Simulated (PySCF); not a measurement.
Radial density of Sb⁴⁷⁺ (antimony, charge +47)

UHF, [He] 2s2, closed-shell 1S. Computed with PySCF 2.14 in an even-tempered Gaussian basis (19 s from 24 bohr⁻², ratio 2.2; 8 p from 36 bohr⁻², ratio 2.4; 5 d from 110 bohr⁻², ratio 2.4; 5 f from 160 bohr⁻², ratio 2.4; 4 g from 240 bohr⁻², ratio 2.4), with the spin-free X2C one-electron Hamiltonian (Gaussian nucleus).

```
r (bohr)  4πr²ρ (e/bohr)
  0.0233           55.94
  0.0393           27.14
  0.0661           15.36
   0.111           18.77
   0.187           4.465
   0.314         0.06920
   0.529       1.515e-05
```

Densities and radii are taken from the X2C orbitals without a picture-change correction, which distorts them close to the nucleus.
